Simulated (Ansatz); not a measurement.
Calculated with Ansatz (gas phase, PBE0-D4/def2-TZVP geometries, no zero-point term in ΔE). CCSD(T)/CBS adds triple-zeta CCSD(T) − MP2 to the extrapolated MP2 energy (def2 sets, frozen cores). This one scheme is used for every species. Functionals use def2-TZVPP. B3LYP here is the variant with VWN-RPA as its local correlation; programs differ in this. HSE06 is defined as in plane-wave codes. For Ti outer-core shells are correlated without core-valence functions, which leaves a few kJ/mol of doubt a bond. Scalar relativity is left out up to krypton. One conformer a species, not always the lowest.

Consider the ligand exchange at a Ti–N bond: `[NH2][Ti]([NH2])([NH2])[F]` + H–F → `[NH2][Ti]([NH2])([F])[F]` + NH₃.

```json
{"level": "LDA (SPW92)", "ΔE (kcal/mol)": "-25.4", "difference from CCSD(T)/CBS": "-2.4"}
{"level": "B97M-V", "ΔE (kcal/mol)": "-28.7", "difference from CCSD(T)/CBS": "-5.7"}
{"level": "r2SCAN0-D4", "ΔE (kcal/mol)": "-26.6", "difference from CCSD(T)/CBS": "-3.6"}
{"level": "HSE06-D4", "ΔE (kcal/mol)": "-25.6", "difference from CCSD(T)/CBS": "-2.6"}
{"level": "CAM-B3LYP-D4", "ΔE (kcal/mol)": "-27.2", "difference from CCSD(T)/CBS": "-4.2"}
{"level": "ωB97X-V", "ΔE (kcal/mol)": "-27.5", "difference from CCSD(T)/CBS": "-4.5"}
{"level": "BLYP", "ΔE (kcal/mol)": "-28.7", "difference from CCSD(T)/CBS": "-5.7"}
{"level": "r2SCAN", "ΔE (kcal/mol)": "-28.2", "difference from CCSD(T)/CBS": "-5.2"}
{"level": "B3LYP", "ΔE (kcal/mol)": "-27.8", "difference from CCSD(T)/CBS": "-4.8"}
{"level": "HF/def2-SVP", "ΔE (kcal/mol)": "-28.9", "difference from CCSD(T)/CBS": "-5.9"}
{"level": "HF/def2-TZVPP", "ΔE (kcal/mol)": "-28.5", "difference from CCSD(T)/CBS": "-5.5"}
{"level": "MP2/def2-TZVPP", "ΔE (kcal/mol)": "-23.4", "difference from CCSD(T)/CBS": "-0.4"}
{"level": "SCS-MP2/def2-TZVPP", "ΔE (kcal/mol)": "-24.6", "difference from CCSD(T)/CBS": "-1.6"}
{"level": "CCSD(T)/def2-TZVPP", "ΔE (kcal/mol)": "-24.2", "difference from CCSD(T)/CBS": "-1.2"}
{"level": "SCS-MP2/def2-QZVPP", "ΔE (kcal/mol)": "-24.0", "difference from CCSD(T)/CBS": "-1.0"}
{"level": "HF/CBS(def2)", "ΔE (kcal/mol)": "-28.7", "difference from CCSD(T)/CBS": "-5.7"}
{"level": "CCSD(T)/CBS", "ΔE (kcal/mol)": "-23.0", "difference from CCSD(T)/CBS": "0"}
```

**Question.** What do rigid-rotor, harmonic-oscillator terms from PBE0-D4/def2-TZVP frequencies (298.15 K, 1 bar) make of the CCSD(T)/CBS value? (Estimate.)

**Answer.** Computed: ΔZPE = +1.3 kcal/mol, ΔH = -21.8 kcal/mol, ΔS = 18 J/(mol·K), ΔG = -23.1 kcal/mol.

Largest T1 diagnostic among the species: 0.024, so the coupled-cluster value is less sure than usual.

From r2SCAN to r2SCAN0 (25 % exact exchange), in def2-TZVPP and without D4, ΔE moves by +1.2 kcal/mol. Leaving LDA and LC-ωPBE aside and taking each functional with its dispersion term where it has one, the values, not all of them listed here, spread over 3.5 kcal/mol, from B97M-V to PBE-QIDH. LDA lies +2.0 kcal/mol from PBE without D4.
